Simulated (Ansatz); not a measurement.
`FCC#CC(F)(F)F`, relaxed with RKS PBE0-D4/def2-TZVP in Ansatz 0.2.0 from a PBE-D4/def2-SVP geometry. The force threshold is 0.005 eV/Å; the program also tests the step.

The species carries charge 0 and has multiplicity 1.

Start:

```xyz
10

F     1.246    2.598    0.385
C     0.124    2.078   -0.234
C     0.032    0.629   -0.075
C    -0.048   -0.583    0.056
C    -0.153   -2.039    0.210
F    -0.274   -2.389    1.510
F     0.937   -2.666   -0.284
F    -1.236   -2.513   -0.447
H    -0.785    2.555    0.198
H     0.157    2.330   -1.319
```

(1) How much energy does the relaxation release, and in how many steps? (Best estimate.)

(2) Which bonds change most? (An estimate is asked.)

(3) Give the relaxed structure. (Best estimate.)

Results:

(1) The calculation gave: 6.73 kJ/mol, in 5 steps.

(2) Computed: C3–C4 from 1.221 to 1.198 Å; C2–H10 from 1.114 to 1.094 Å; C2–H9 from 1.114 to 1.094 Å; C5–F8 from 1.353 to 1.336 Å.

(3) Computed: 
```xyz
10

F     1.232    2.565    0.380
C     0.113    2.058   -0.238
C     0.032    0.618   -0.073
C    -0.051   -0.571    0.054
C    -0.152   -2.019    0.208
F    -0.269   -2.366    1.492
F     0.926   -2.637   -0.279
F    -1.220   -2.493   -0.440
H    -0.770    2.535    0.198
H     0.160    2.310   -1.302
```
